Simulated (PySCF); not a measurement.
Ge(OH)(NH2)3, H₇GeN₃O, SMILES [NH2][Ge]([OH])([NH2])[NH2] (PBE0/def2-SVP optimised geometry):

```
12

N     -0.817     0.631     0.000
Ge    -0.317    -1.125     0.000
N     -0.689    -2.137    -1.462
N     -1.172    -1.819     1.453
O      1.465    -1.125     0.000
H     -0.577     1.125    -0.856
H     -1.810     0.768     0.175
H     -1.444    -2.807    -1.359
H      0.124    -2.578    -1.880
H     -1.117    -1.254     2.296
H     -0.926    -2.778     1.679
H      1.810    -0.363     0.477
```

Computed with PySCF with PBE0/def2-TZVP.

Question: What are the frontier orbital energies and the dipole moment?

Answer: HOMO-2 -7.83 eV, HOMO-1 -7.46 eV, HOMO -7.28 eV, LUMO 0.36 eV, LUMO+1 1.67 eV; dipole moment 1.01 D.

On the same geometry PySCF 2.14.0 with PBE/def2-TZVP gives HOMO-2 -6.28 eV, HOMO-1 -5.93 eV, HOMO -5.77 eV, LUMO -0.50 eV, LUMO+1 0.81 eV; dipole moment 0.97 D.

Meta-Löwdin charges at PBE0/def2-TZVP: N1 -0.74, Ge2 1.23, N3 -0.74, N4 -0.74, O5 -0.77, H6 0.23, H7 0.24, H8 0.24, H9 0.24, H10 0.23, H11 0.23, H12 0.34.
